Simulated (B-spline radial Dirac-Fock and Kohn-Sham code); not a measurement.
## How the settings move the core levels of Al⁶⁺

ΔSCF core binding energies without Breit or QED terms, calculated with an atomic code on a B-spline grid. Keys: rel is the Hamiltonian (dirac, or spin-free x2c and nr, where L3 and M5 stand for the whole 2p and 3d shells), method is hf or an exchange,correlation pair (spin-unpolarised, also for the hole states), nuc the nuclear model, radius_factor scales its radius, rmax is the box in bohr, h the logarithmic mesh step, order the B-spline order, points the quadrature points per cell, c_factor scales the speed of light, and damp, ndamp, maxit and tol steer the iteration. The run stops when the commutator error falls below 10·tol·max(1, Z/10), or the numerical noise floor, and the energy has settled to about 1e-8 Ha; the virial ratio is −V/T.

Base input:

```json
{"items": [{"Z": 13, "q": 6, "cfg": [[1, 0, 2], [2, 0, 2], [2, 1, 3]], "A": 27, "rrms": 3.061, "do": "settings", "holes": ["K", "L3", "M5"],
  "settings": [{"rel": "dirac", "method": "hf", "nuc": "fermi", "radius_factor": 1.0, "rmax": 45.0, "h": 0.3, "order": 8, "points": 10, "c_factor": 1.0, "maxit": 60, "damp": 0.5, "ndamp": 3, "tol": 1e-08}]}]}
```

The ground state converged in 8 iterations, with total energy -223.26513 Ha, virial ratio 1.99598 and highest orbital energy -238.02 eV. ΔSCF binding energies: K (1s) 1763.3 eV. Holes are computed only in closed shells, and unreliable hole states are left out.

Changes from the base run:

| changed setting | Δ total energy (Ha) | Δ K (eV) | iterations |
| --- | --- | --- | --- |
| radius_factor = 1.2; order = 5; damp = 0.8 | +0.00008 | 0.00 | 9 |
| damp = 0.8 | 0.00000 | 0.00 | 8 |
| method = "wc,pbe" | +0.18420 | +11.50 | 8 |
| radius_factor = 1.2 | +0.00006 | 0.00 | 8 |
| rel = "nr"; rmax = 25.0; order = 5 | ? | ? | ? |
| nuc = "sphere" | 0.00000 | 0.00 | 8 |
| tol = 1e-06 | 0.00000 | 0.00 | 7 |

Q: What does the change rel = "nr"; rmax = 25.0; order = 5 do?

A: The total energy moves by +0.44901 Ha and the binding energies by K -3.72 eV; the run takes 8 iterations.
